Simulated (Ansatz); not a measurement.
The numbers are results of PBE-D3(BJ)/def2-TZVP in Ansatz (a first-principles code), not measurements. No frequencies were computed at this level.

Ansatz 0.2 input:
```yaml
crystal:
  periodic: [false, false, false]
  atoms:
    - { symbol: O, position_ang: [2.372622, 0.076413, -0.207171] }
    - { symbol: C, position_ang: [1.343816, -0.482443, -0.201175] }
    - { symbol: Ge, position_ang: [-0.535028, 0.089645, 0.063728] }
    - { symbol: H, position_ang: [-1.203124, -0.404351, -1.17585] }
    - { symbol: H, position_ang: [-0.993028, 1.503908, 0.333412] }
    - { symbol: H, position_ang: [-0.985257, -0.783173, 1.187055] }
basis:
  gaussian: { orbitals: def2-tzvp }
hamiltonian:
  xc: pbe
  dispersion: d3bj
relax:
  max_steps: 150
magnetization:
  spin_polarized: true
  initial_magnetization: 1
```

Output:

```
Functional definition: PBE
821 factors; their error is unknown
mean field evaluation 1: about -59634.4976 eV, gradient 3.4e1 eV
mean field evaluation 2: about -59619.1518 eV, gradient 7.2e1 eV
mean field evaluation 4: about -59638.0920 eV, gradient 5.0e0 eV
mean field evaluation 8: about -59638.2247 eV, gradient 1.2e-1 eV
mean field evaluation 16: about -59638.2115 eV, gradient 1.4e-4 eV
mean field -59638.21146381 eV, -2191.6638470633 hartree, gradient 3.3e-5 eV, S^2 0.752362; 0 other end points of the search recorded, 0 dependent functions left out
reference -59638.21149948 eV, -2191.6638483741 hartree; 25, 24 occupied and 103, 104 virtual orbitals, 821 factors
relax step   1: F+E_penalty+E_count = -59638.30071274 eV  Δ(F+E_penalty+E_count) = +0.000e0 eV  max|allowed force component| = 8.503e-1 eV/Å  Δτ_max = 0.0000 Å  (32 SCF iters, accepted)
these checks for a lower state are left out or cut short: starts, cluster_reference, orbital_swaps, neighbouring_geometries, increment
821 factors; their error is unknown
mean field -59638.32251789 eV, -2191.6679282257 hartree, gradient 1.6e-5 eV, S^2 0.752354; 0 other end points of the search recorded, 0 dependent functions left out
reference -59638.32255390 eV, -2191.6679295490 hartree; 25, 24 occupied and 103, 104 virtual orbitals, 821 factors
relax step   2: F+E_penalty+E_count = -59638.41111119 eV  Δ(F+E_penalty+E_count) = -1.104e-1 eV  max|allowed force component| = 3.663e-1 eV/Å  Δτ_max = 0.0843 Å  (34 SCF iters, accepted)
these checks for a lower state are left out or cut short: starts, cluster_reference, orbital_swaps, neighbouring_geometries, increment
821 factors; their error is unknown
mean field evaluation 32: about -59638.3151 eV, gradient 1.7e-3 eV
mean field -59638.31510710 eV, -2191.6676558839 hartree, gradient 2.3e-5 eV, S^2 0.752685; 0 other end points of the search recorded, 0 dependent functions left out
reference -59638.31514295 eV, -2191.6676572014 hartree; 25, 24 occupied and 103, 104 virtual orbitals, 821 factors
relax step   3: F+E_penalty+E_count = -59638.40298099 eV  Δ(F+E_penalty+E_count) = +8.130e-3 eV  max|allowed force component| = 5.224e-1 eV/Å  Δτ_max = 0.1203 Å  (37 SCF iters, rejected (line search))
these checks for a lower state are left out or cut short: starts, cluster_reference, orbital_swaps, neighbouring_geometries, increment
821 factors; their error is unknown
mean field -59638.34337441 eV, -2191.6686946884 hartree, gradient 2.4e-5 eV, S^2 0.752427; 0 other end points of the search recorded, 0 dependent functions left out
reference -59638.34341047 eV, -2191.6686960136 hartree; 25, 24 occupied and 103, 104 virtual orbitals, 821 factors
relax step   4: F+E_penalty+E_count = -59638.43130189 eV  Δ(F+E_penalty+E_count) = -2.019e-2 eV  max|allowed force component| = 2.499e-1 eV/Å  Δτ_max = 0.0555 Å  (32 SCF iters, accepted)
these checks for a lower state are left out or cut short: starts, cluster_reference, orbital_swaps, neighbouring_geometries, increment
821 factors; their error is unknown
mean field -59638.34497217 eV, -2191.6687534051 hartree, gradient 2.1e-5 eV, S^2 0.752429; 0 other end points of the search recorded, 0 dependent functions left out
reference -59638.34500815 eV, -2191.6687547274 hartree; 25, 24 occupied and 103, 104 virtual orbitals, 821 factors
relax step   5: F+E_penalty+E_count = -59638.43302592 eV  Δ(F+E_penalty+E_count) = -1.724e-3 eV  max|allowed force component| = 1.968e-1 eV/Å  Δτ_max = 0.0232 Å  (33 SCF iters, accepted)
these checks for a lower state are left out or cut short: starts, cluster_reference, orbital_swaps, neighbouring_geometries, increment
821 factors; their error is unknown
mean field -59638.34551001 eV, -2191.6687731705 hartree, gradient 2.0e-5 eV, S^2 0.752409; 0 other end points of the search recorded, 0 dependent functions left out
reference -59638.34554593 eV, -2191.6687744903 hartree; 25, 24 occupied and 103, 104 virtual orbitals, 821 factors
relax step   6: F+E_penalty+E_count = -59638.43366106 eV  Δ(F+E_penalty+E_count) = -6.351e-4 eV  max|allowed force component| = 2.363e-2 eV/Å  Δτ_max = 0.0130 Å  (32 SCF iters, accepted)
these checks for a lower state are left out or cut short: starts, cluster_reference, orbital_swaps, neighbouring_geometries, increment
821 factors; their error is unknown
mean field -59638.34562667 eV, -2191.6687774577 hartree, gradient 2.0e-5 eV, S^2 0.752390; 0 other end points of the search recorded, 0 dependent functions left out
reference -59638.34566255 eV, -2191.6687787761 hartree; 25, 24 occupied and 103, 104 virtual orbitals, 821 factors
relax step   7: F+E_penalty+E_count = -59638.43384000 eV  Δ(F+E_penalty+E_count) = -1.789e-4 eV  max|allowed force component| = 4.247e-3 eV/Å  Δτ_max = 0.0126 Å  (33 SCF iters, accepted)
821 factors; their error is unknown
mean field evaluation 64: about -59638.3456 eV, gradient 3.8e-5 eV
mean field -59638.34562667 eV, -2191.6687774577 hartree, gradient 3.8e-5 eV, S^2 0.752390; 1 other end points of the search recorded, 0 dependent functions left out
reference -59638.34566255 eV, -2191.6687787761 hartree; 25, 24 occupied and 103, 104 virtual orbitals, 821 factors
Total energy: -59638.43387588 eV, -2191.6720205561 hartree
Atom 0 at     2.359183     0.182705    -0.188550 Å, force    -0.002572     0.002533     0.000647 eV/Å
Atom 1 at     1.405433    -0.507004    -0.211123 Å, force    -0.002145    -0.003785    -0.000370 eV/Å
Atom 2 at    -0.588072     0.038339     0.060470 Å, force     0.003990     0.004247     0.000281 eV/Å
Atom 3 at    -1.281321    -0.431530    -1.236458 Å, force     0.000378    -0.000505     0.001794 eV/Å
Atom 4 at    -0.843328     1.547961     0.326310 Å, force     0.000242    -0.002552    -0.000441 eV/Å
Atom 5 at    -1.051894    -0.830471     1.249348 Å, force     0.000105     0.000061    -0.001911 eV/Å
Dipole moment:    -0.316372     0.024239     0.033114 e Å
```

Cost: around 17 core-seconds (rough).
